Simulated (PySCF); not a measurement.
# Reading the logs of faulty runs: B2GeH5

Calculated results; nothing here was measured. They come from PySCF 2.14.0, an open-source quantum chemistry program, on an isolated molecule that a program drew, which may never have been made. The molecule is B2GeH5 (charge 0, doublet), drawn as the SMILES string `B[BH][GeH2]`.

Each row is a Hartree-Fock (HF) and frozen-core CCSD(T) single point in the cc-pVDZ basis, meant for a local HF minimum. Run 1 is clean. Each other run has one planted mistake out of seven kinds, and not every kind appears here: one electron removed, one electron added, multiplicity raised by two, geometry at a saddle point, minimal basis STO-3G, one bond length entered in bohr, all coordinates scaled. The reference is restricted for singlets and unrestricted otherwise, and also for a bond in bohr. Adding or removing an electron swaps singlet and doublet. Electrons count all cores. HOMO and LUMO are orbital energies over both spins, the gradient is its largest component, and the lowest frequency (negative if imaginary) is given only where the gradient is small. Bond lengths are over the 7 bonds as drawn. T1 is the CCSD diagnostic: over 0.02 (restricted) or 0.045 (unrestricted) a single reference is doubtful. Germanium has the cc-pVDZ-PP basis, with a core potential (ECP10MDF) in place of its 10 inner electrons, and its 3s, 3p and 3d shells are frozen in CCSD(T).

Geometry of the clean run:
```xyz
8
B2GeH5, angstrom
B    -1.2656    3.1971    1.2132
B    -1.6316    2.0814    0.0128
Ge   -1.3991    0.0808    0.2445
H    -2.1185    3.6201    1.9492
H    -0.1481    3.6103    1.3793
H    -1.9992    2.4252   -1.0780
H    -1.1685   -0.5663    1.6109
H    -2.0459   -0.9144   -0.7178
```

| run | electrons | basis functions | <S^2> | HOMO (eV) | LUMO (eV) | gradient (hartree/bohr) | lowest frequency (cm^-1) | mean bond (Å) | longest bond (Å) | T1 | HF (hartree) | CCSD(T) (hartree) | mistake |
|---|---|---|---|---|---|---|---|---|---|---|---|---|---|
| 1 | 47 | 76 | 0.764 | -8.17 | 0.52 | 1.7e-05 | 165 | 1.4816 | 2.027 | 0.0187 | -345.57854 | -345.88332 | no fault |
| 2 | 47 | 76 | 0.758 | -8.17 | -0.09 | 4.6e-05 | -299 | 1.4855 | 1.995 | 0.0195 | -345.56728 | -345.87430 | geometry at a saddle point |
| 3 | 47 | 76 | 3.779 | -6.82 | -1.35 | 6.6e-02 | - | 1.4816 | 2.027 | 0.0281 | -345.42647 | -345.72933 | multiplicity raised by two |
| 4 | 48 | 76 | 0.000 | -0.90 | 6.53 | 3.4e-02 | - | 1.4816 | 2.027 | 0.0252 | -345.58322 | -345.93055 | one electron added |
| 5 | 47 | 76 | 1.570 | -8.21 | 0.33 | 8.8e-03 | - | 1.6951 | 3.173 | 0.0555 | -345.44899 | -345.73934 | ? |

**Which mistake was planted in run 5, and what did it cost?**

The mean bond changes by a factor of 1.144 and the longest by 1.565, so the molecule wasn't scaled as a whole. A length L in bohr read as angstrom grows by (1/0.5292 - 1) L = 0.890 L. The 7 bonds together grew by 7 x 0.2135 = 1.495 Å, which gives L = 1.680 Å. That is bond B1-B2, 1.679 Å in the clean geometry. So the mistake is: one bond length entered in bohr. Subtracting run 1 and multiplying by 627.51 kcal/mol a hartree, the energy moved by 81.3 kcal/mol in HF and 90.3 kcal/mol in CCSD(T).

Cautions from the logs. Run 4: T1 is over the limit, so its CCSD(T) energy is less reliable; run 5: T1 is over the limit, so its CCSD(T) energy is less reliable.
